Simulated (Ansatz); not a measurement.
CH7B2Ga (`CB[BH][GaH2]`). Charge 0, multiplicity 1.

```xyz
11

C     0.411   -1.522   -1.079
B     0.143    0.016   -0.957
B     0.509    1.017    0.260
Ga   -0.810    1.277    1.837
H     0.967   -1.978   -0.259
H    -0.543   -2.052   -1.190
H     0.949   -1.715   -2.015
H    -0.481    0.531   -1.858
H     1.508    1.683    0.316
H    -0.698    0.387    3.133
H    -1.956    2.356    1.812
```

Problem. What are the harmonic wavenumbers in cm⁻¹ at PBE0-D4/def2-TZVP (Ansatz, finite differences of forces, unscaled)? (Best estimate.)

Solution. The calculation gave: 62, 85, 120, 175, 265, 358, 456, 496, 657, 667, 724, 742, 788, 856, 922, 1028, 1180, 1301, 1450, 1457, 1937, 1945, 2510, 2591, 3027, 3084, 3133.

Problem. Is this a minimum?

Solution. Yes, all 27 modes are real.

Problem. Give the ideal-gas thermochemistry at 298.15 K and 1 bar (rigid rotor, harmonic oscillator; point group C1, symmetry number 1).

Solution. Zero-point energy 191.5 kJ/mol; H(298) − E = 214.3 kJ/mol; entropy 361.6 J/(mol·K), of which translation 167.5, rotation 111.2, vibration 82.9; G(298) − E = 106.5 kJ/mol. Modes under 100 cm⁻¹ are hindered rotations or soft bends, so the harmonic entropy is rough.

Problem. Rotational constants (cm⁻¹)?

Solution. 0.4688, 0.05498, 0.05232.
